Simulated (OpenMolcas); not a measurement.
N I: effect of the active space

| Item | Value |
| --- | --- |
| Program | OpenMolcas |
| Method | XMS-CASPT2 or its RAS form, IPEA 0.25 Eh, imaginary shift 0.1 Eh |
| Basis | ANO-RCC-VTZP |
| Scalar Hamiltonian | DKH2, point nucleus |
| Spin-orbit coupling | state interaction with AMFI integrals over the reference wave functions, term energies averaged over their components |

A. 3 electrons in 3 orbitals (2p); 2S+1 = 4 odd, 1 root; 2S+1 = 2 odd, 8 roots; closed shells correlated: 1s 2s; CASPT2 step about 0.5 core-seconds
B. 5 electrons in 4 orbitals (2s 2p); 2S+1 = 4 odd, 1 root; 2S+1 = 2 odd, 8 roots; 2S+1 = 4 even, 3 roots; closed shells correlated: 1s; CASPT2 step roughly 0.8 core-seconds
C. 5 electrons in 8 orbitals (2s 2p 3s 3p); 2S+1 = 4 odd, 1 root; 2S+1 = 2 odd, 8 roots; 2S+1 = 4 even, 3 roots; 2S+1 = 2 even, 5 roots (0 in the spin-orbit step); closed shells correlated: 1s; CASPT2 step about 2.7 core-seconds
D. 5 electrons in 9 orbitals (RAS2 2s 2p; RAS3 3d, at most 2 electrons); 2S+1 = 4 odd, 1 root; 2S+1 = 2 odd, 8 roots; 2S+1 = 4 even, 3 roots; 2S+1 = 2 even, 5 roots (0 in the spin-orbit step); closed shells correlated: 1s; CASPT2 step roughly 5 core-seconds

Energies in cm-1 above 2s2 2p3 4S* 3/2, the measured ground level; measured values from NIST Handbook of Basic Atomic Spectroscopic Data.

```
          Level      A      B      C      D  Measured
2s2 2p3 4S* 3/2    0.0    0.0    0.0    0.0       0.0
2s2 2p3 2D* 3/2  19810  19700  20080  19810     19233
2s2 2p3 2D* 5/2  19810  19700  20080  19810     19224
2s2 2p3 2P* 1/2  31040  29100  29490  29790     28839
2s2 2p3 2P* 3/2  31040  29100  29490  29790     28839
```

Deviations, from unrounded energies. A percentage is the sum of absolute deviations over the sum of measured energies, with the sign that they share, or ± where signs differ.

```csv
Against measurement,Levels,A,B,C,D
mean absolute deviation (cm-1),4,1400,370,750,770
other terms of the ground configuration (%),4,+5.8,+1.5,+3.1,+3.2
```

B lies closest to measurement on these levels and A furthest from it. The largest miss of B in the table is 2s2 2p3 2D* 5/2, by +480 cm-1. The ranking rests on the paired levels alone, and a cruder setting can come out closer through cancelling errors.

Among A to D the level of the table that moves most is 2s2 2p3 2P* 3/2, by 1900 cm-1 (lowest in B, highest in A). Moves below CASPT2's spread within the term are not significant.

CASPT2 breaks the degeneracy within a term, and the mean is taken; among the terms shown or strongly mixed into the levels shown the widest spread is 1100 cm-1 (2s2 2p3 2D*, A). With the s shell closed, the reference lacks s² → p² mixing (holds for A). Active for correlation alone: 3p 3s; no level in the range computed is led by a configuration that fills them, so any true level of that kind is missing (holds for C). Active for correlation alone: 3d; no level in the range computed is led by a configuration that fills it, so any true level of that kind is missing (holds for D). Computed and measured levels are paired by configuration, term and J; levels that our copy of the source lacks, or whose pairing is in doubt (as where it misses far off the trend of its configuration), stay unpaired and out of the deviations. Only configurations of the active space appear. Levels that lie high or do not pair safely by name in every column are left out.

* marks odd parity.
